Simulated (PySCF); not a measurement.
## K₂F₂: fields on a plane

All numbers come from PBE0 in PySCF with K def2-TZVP, F def2-TZVP; no relativity; density-fitted integrals.

The singlet minimum has K–F 2.381 Å (×4); F–K–F 85.8° (×2), K–F–K 94.2° (×2).

The plane holds K1 at (0.00, 0.00), K2 at (3.49, 0.00), F3 at (1.74, 1.62), F4 at (1.74, -1.62) Å. Columns run from x = -1.95 to 5.85 Å, rows from y = 4.05 (top) to -3.75 Å, in steps of 0.3 Å. Other isomers or separated fragments may lie lower.

Give the electron density (e/Å³) (cut at 5 e/Å³). Lower edges of the bins (e/Å³): '_' 0.000, '.' 0.030, ':' 0.076, '-' 0.151, '=' 0.268, '+' 0.455, '*' 0.750, '#' 1.218, '%' 1.960, '@' 3.136; top 5.00, each point printed twice.


```
______________________________________________________
______________________________________________________
______________________________________________________
______________________________________________________
____________________....::....________________________
__________________..::--====--::..____________________
________________..::==**####++--..____________________
________________..--**@@@@@@%%++::..__________________
______________....--**@@@@@@@@++--..__________________
__________......::--**@@@@@@%%++--::......____________
______..::--====----==##%%%%**==----====--..__________
______::==**####**==--==++====--++**####++--..________
____..--**%%@@@@%%**--::::::::==##@@@@@@##++::________
____..==##@@@@@@@@##==::....::++%%@@@@@@%%**--..______
____..==##@@@@@@@@##==::....::++%%@@@@@@%%**--..______
____..--**%%@@@@%%**--::::::::==##@@@@@@##++::________
______::==**####**==--==++====--++**####++--..________
______..::--====----==##%%%%**==----====--..__________
__________......::--**@@@@@@%%++--::......____________
______________....--**@@@@@@@@++--..__________________
________________..--**@@@@@@%%++::..__________________
________________..::==**####++--..____________________
__________________..::--====--::..____________________
____________________....::....________________________
______________________________________________________
______________________________________________________
______________________________________________________
```

Give the electrostatic potential (V) (cut at 20 V). Lower edges of the bins (V): '_' -4.09, '.' -3.95, ':' -3.72, '-' -3.36, '=' -2.80, '+' -1.90, '*' -0.48, '#' 1.78, '%' 5.35, '@' 11.02; top 20.0, each point printed twice.


```
**********++++++++++++++++++++++++++++++++************
**********++++++++++++======++++++++++++++************
**********++++++++==============++++++++++************
**********++++++++==----------====++++++++************
**********++++++==--::..____..--====++++**************
************++++==--....::::__..--==++++**************
************++++==::--**%%##++::--==++****************
**************++==--**@@@@@@%%====++++****************
****************++==##@@@@@@@@**==++******************
****############**++##@@@@@@@@******############******
**########%%%%%%##****##@@%%##**##%%%%%%%%########****
########%%@@@@@@@@%%****++++**##%%@@@@@@@@%%########**
######%%@@@@@@@@@@@@##**++++**%%@@@@@@@@@@@@%%######**
######%%@@@@@@@@@@@@%%******##%%@@@@@@@@@@@@%%######**
######%%@@@@@@@@@@@@%%******##%%@@@@@@@@@@@@%%######**
######%%@@@@@@@@@@@@##**++++**%%@@@@@@@@@@@@%%######**
########%%@@@@@@@@%%****++++**##%%@@@@@@@@%%########**
**########%%%%%%##****##@@%%##**##%%%%%%%%########****
****############**++##@@@@@@@@******############******
****************++==##@@@@@@@@**==++******************
**************++==--**@@@@@@%%====++++****************
************++++==::--**%%##++::--==++****************
************++++==--....::::__..--==++++**************
**********++++++==--::..____..--====++++**************
**********++++++++==----------====++++++++************
**********++++++++==============++++++++++************
**********++++++++++++======++++++++++++++************
```
